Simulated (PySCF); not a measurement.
# Computed records: AlBCl₂H, BF₂H₂Si

Computed with PySCF 2.14.0. Calculation on a computer-drawn molecule: the log of a Hartree-Fock and frozen-core CCSD(T) single point meant for a local Hartree-Fock minimum, with one planted fault or none, to be diagnosed. Offsets are logged minus clean, where the clean run is the same molecule without the fault. The reference is restricted for singlets and unrestricted otherwise, and also for a bond in bohr or an excited solution. Adding or removing an electron swaps singlet and doublet. The excited solution moves the top pair (singlet) or top alpha electron (doublet) to the lowest empty orbital. Highest occupied and lowest empty are orbital energies over both spins, largest force is the largest gradient component, triples share is (T) over the correlation energy, the T1 limit is 0.02 restricted and 0.045 unrestricted, electrons count all cores, a negative frequency is imaginary (commonest isotopes), and the dipole is about the centre of nuclear charge.

Common to all runs: meant basis cc-pV(D+d)Z; logged SCF converged yes; logged CC converged yes; logged SCF stable within its kind yes; possible faults no fault, one electron removed, one electron added, multiplicity raised by two, geometry at a saddle point, SCF held on an excited solution, minimal basis STO-3G, one bond length entered in bohr, all coordinates scaled.

(1) AlBCl₂H

Logged structure:
```xyz
5
AlBCl2H
Cl    -2.8993    -2.2668    -0.9318
B     -2.4387    -0.6617    -1.2952
Al    -0.2904    -0.2375    -1.3486
Cl     1.6993     0.1301    -1.3934
H     -3.1942     0.2238    -1.5172
```

| Item | Value |
| --- | --- |
| meant charge | 1 |
| meant multiplicity | 1 |
| logged electrons | 52 |
| logged basis functions | 88 |
| logged spin squared | 0 |
| logged highest occupied | -16.21 eV |
| logged lowest empty | -5.2327 eV |
| logged largest force | 2.184e-05 hartree/bohr |
| logged lowest frequency | 68.903 cm⁻¹ |
| logged T1 diagnostic | 0.017203 |
| logged D1 diagnostic | 0.055988 |
| logged triples share | 0.030156 |
| logged dipole magnitude | 2.2379 debye |
| logged energy HF | -1186.01717 hartree |
| logged energy CCSD(T) | -1186.46544 hartree |
| planted fault | no fault |
| HF energy offset from clean run | 0 kcal/mol |
| CCSD(T) energy offset from clean run | 0 kcal/mol |

Drawn bonds:
```csv
atom,other atom,order
1,2,1
2,3,1
3,4,1
2,5,1
```

(2) BF₂H₂Si

Logged structure:
```xyz
6
BF2H2Si
F     -2.4239    -0.0771     2.7073
B     -1.3131    -0.5954     2.2111
F     -0.3571    -0.8724     3.0818
Si    -1.1278    -1.0351     0.2541
H     -1.9927    -0.2424    -0.6434
H      0.2640    -1.1091    -0.2348
```

| Item | Value |
| --- | --- |
| meant charge | 0 |
| meant multiplicity | 2 |
| logged electrons | 39 |
| logged basis functions | 75 |
| logged spin squared | 3.7592 |
| logged highest occupied | -5.8273 eV |
| logged lowest empty | -2.5622 eV |
| logged largest force | 0.054194 hartree/bohr |
| logged T1 diagnostic | 0.023575 |
| logged D1 diagnostic | 0.11597 |
| logged triples share | 0.021578 |
| logged dipole magnitude | 3.4015 debye |
| logged energy HF | -513.51326 hartree |
| logged energy CCSD(T) | -514.07358 hartree |
| planted fault | multiplicity raised by two |
| HF energy offset from clean run | 146.3 kcal/mol |
| CCSD(T) energy offset from clean run | 155.3 kcal/mol |

Drawn bonds:
```csv
atom,other atom,order
1,2,1
2,3,1
2,4,1
4,5,1
4,6,1
```
